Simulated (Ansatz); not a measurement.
Consider the ligand exchange at the Si–S bond: `O[SiH2]S[SiH](Cl)Cl` + `CNC` → `CN(C)[SiH2]O` + `S[SiH](Cl)Cl`.

Computed with Ansatz on PBE0-D4/def2-TZVP structures; ΔE is electronic, products minus reactants. CBS: MP2 limit from def2 TZ/QZ plus the TZ coupled-cluster correction, frozen cores. Functionals use def2-TZVPP. B3LYP here is the variant with VWN-RPA as its local correlation; programs differ in this. Each species was taken in one conformer, which may not be the lowest.

`O[SiH2]S[SiH](Cl)Cl`:

```xyz
10

O    -0.795   -1.893   -1.097
Si    0.324   -1.495    0.023
S     1.490    0.232   -0.530
Si    0.199    1.665    0.309
Cl   -1.726    1.431   -0.388
Cl    0.868    3.510   -0.225
H    -1.458   -1.230   -1.304
H    -0.289   -1.192    1.342
H     1.273   -2.622    0.093
H     0.114    1.594    1.778
```

`CNC`:

```xyz
10

C     0.446    0.908    0.661
N    -0.391    0.426   -0.413
C    -0.230   -0.989   -0.655
H     0.248    1.966    0.842
H     1.498    0.814    0.373
H     0.316    0.363    1.612
H    -1.360    0.631   -0.212
H     0.785   -1.185   -1.013
H    -0.922   -1.316   -1.433
H    -0.390   -1.618    0.238
```

`CN(C)[SiH2]O`:

Z-matrix (Å, degrees):
```
C
N 1 1.443
H 1 1.092 2 110.5
H 1 1.099 2 112.2 3 120.3
H 1 1.098 2 110.8 3 -119.4
C 2 1.441 1 113.8 3 177.2
Si 2 1.707 1 121.6 3 -14.6
H 6 1.100 2 112.3 1 61.5
H 6 1.092 2 110.5 1 -177.8
H 6 1.098 2 110.8 1 -58.5
O 7 1.652 2 117.3 1 -73.1
H 7 1.487 2 105.3 1 164.8
H 7 1.480 2 108.5 1 42.4
H 11 0.958 7 117.7 2 -68.5
```

`S[SiH](Cl)Cl`:

Cartesian coordinates in Å:
```
S -0.296 -1.576 -0.633
Si -0.048 0.290 0.327
Cl -0.137 -0.098 2.324
Cl 1.742 1.155 -0.137
H -0.165 -1.039 -1.860
H -1.095 1.268 -0.021
```

Task: Is it downhill or uphill in electronic energy at CCSD(T)/CBS, and by how much? (Best estimate.)

Result: Ansatz gave: Uphill: ΔE = +0.14 eV.

Task: What do these levels give: r2SCAN-D4, B3LYP-D4, ωB97M-V, B2PLYP, CCSD/def2-TZVPP, SCS-MP2/def2-QZVPP? (Best estimate.)

Result: The calculation gave: r2SCAN-D4 0.18, B3LYP-D4 0.12, ωB97M-V 0.13, B2PLYP 0.09, CCSD/def2-TZVPP 0.07, SCS-MP2/def2-QZVPP 0.11 eV.

Largest T1 diagnostic among the species: 0.011.

The D4 term adds +0.05 eV with B3LYP and +0.03 eV with PBE0; it sums over pairs of atoms, weighted by their polarisabilities, and B3LYP, whose exchange is more repulsive, gets the larger term. In def2-TZVPP, CCSD(T) changes the Hartree–Fock value by +0.05 eV (the triples alone add +0.02 eV) and MP2 by +0.08 eV.
